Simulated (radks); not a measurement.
Problem. The mean radii <r> (bohr) of the occupied orbitals of an atom or ion are listed with their occupations. All-electron calculation, Dirac Kohn-Sham, PBEsol, spin-unpolarised, spherical densities, finite nucleus; Fermi nuclear charge, rms radius of each element as measured or else 0.836 A^(1/3) + 0.57 fm. Program: a radial shooting solver on a logarithmic mesh with Libxc functionals.

| orbital | occ. | <r> |
|---|---|---|
| 1s1/2 | 2 | 0.02723 |
| 2s1/2 | 2 | 0.1168 |
| 2p1/2 | 2 | 0.09849 |
| 2p3/2 | 4 | 0.1042 |
| 3s1/2 | 2 | 0.3140 |
| 3p1/2 | 2 | 0.3041 |
| 3p3/2 | 4 | 0.3157 |
| 3d3/2 | 4 | 0.2866 |
| 3d5/2 | 6 | 0.2902 |
| 4s1/2 | 2 | 0.7399 |
| 4p1/2 | 2 | 0.7726 |
| 4p3/2 | 4 | 0.8009 |
| 4d3/2 | 4 | 0.9127 |
| 4d5/2 | 6 | 0.9240 |
| 5s1/2 | 2 | 1.876 |
| 5p1/2 | 2 | 2.153 |
| 5p3/2 | 1 | 2.232 |

Name the element and its charge. Open shells, if any, fill j = l - 1/2 first.

Solution. Z = 53, iodine, charge +2: I2+ in [Kr] 4d10 5s2 5p3. The 1s radius gives Z: for a bare nucleus <r> = (2 gamma + 1)/(2Z) with gamma = sqrt(1 - (Z/c)^2), 0.02683 bohr for Z = 53, and screening makes it slightly larger (0.02723 here). The occupations add up to 51, and the charge is Z minus that.
